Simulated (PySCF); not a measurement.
# Identify the compound

Molecular formula: C5H6BNO2S. Simulated spectra:

1H NMR (600 MHz, computed): δ 8.59 (s, 1H), 7.43 (d, 1H), 7.18 (d, 1H), 4.11 (br s, 2H), 3.72 (br s, 1H).

13C{1H} NMR (computed): δ 156.7 (C), 152.7 (CH), 140.8 (C), 135.0 (CH), 131.3 (CH).

Theory: NMR shieldings at PBE0/pcSseg-1/GIAO, PBE0-D3(BJ)/def2-SVP geometry, in PySCF 2.14 (one averaged value for each set of equivalent atoms, isolated molecule, non-relativistic, one computed conformer).

Scale: 1H (31.27 ppm), 13C (184.41 ppm) vs TMS (reference shieldings calculated alike).

What is the structure?

Answers


1. 5 carbon signals for 5 carbons: no two carbons are equivalent.
2. Carbon types of the structure: 2 × C, 3 × CH, leaving 3 H on heteroatoms.
3. δC 156.7: substituted aromatic carbon next to a ring nitrogen.
4. δC 152.7: aromatic CH next to a ring nitrogen; the adjacent pyridine-type nitrogen withdraws density from it.
5. δC 140.8: aromatic carbon bearing sulfur.
6. δC 135.0, 131.3: aromatic CH; the aromatic region.
7. δH 8.59: hydrogen on an aromatic CH next to a ring nitrogen; ring current plus the neighbouring ring nitrogen.
8. δH 7.43, 7.18: hydrogen on an aromatic CH; it sits in the deshielding region of the aromatic ring current.
9. δH 4.11: hydrogen on an oxygen bonded to B; labile proton, position sensitive to the medium.

The compound is `OB(O)c1ccc(S)cn1`.

The shifts were computed for this structure.

OH and NH positions are those of a molecule without intermolecular hydrogen bonds; in solution they move with solvent, concentration and temperature, and exchange usually removes their couplings. A carbon bonded to boron is broadened by the quadrupolar boron nucleus and is often missing from a measured spectrum. Shifts are as computed. Against solution values, carbons near 30 ppm lie about +2 ppm off and those near 130 ppm about +5 ppm; carbons on S a further +3 ppm. Of 1211 compounds with measured shifts, 218 miss one by over three times the rms of a fit or turn the order of signals round; such compounds aren't used in these exercises. No couplings were computed; multiplicities are counted from neighbouring protons, with m where these are inequivalent, close in shift, in a saturated or five-membered ring or joined by F or P, and br s for small geminal =CH2 splittings.
